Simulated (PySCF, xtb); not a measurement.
Al(H)(OMe)(SeH) (CH5AlOSe), SMILES C[O][AlH][SeH].

GFN2-xTB run with xtb at its own geometry gives an orbital gap of 3.92 eV and a dipole moment of 2.26 D.

Coordinates come from a ωB97X-D3(BJ)/def2-SVP optimisation. The structure was generated by enumeration; whether it is a known compound was not checked. The values are those of a single conformer.

### Question
What does CAM-B3LYP/def2-TZVP run with PySCF give? (An estimate is asked for; the answer gives what the named calculation found.)

### Answer
gap 8.83 eV (levels -8.58 and 0.24 eV), dipole 0.21 D.
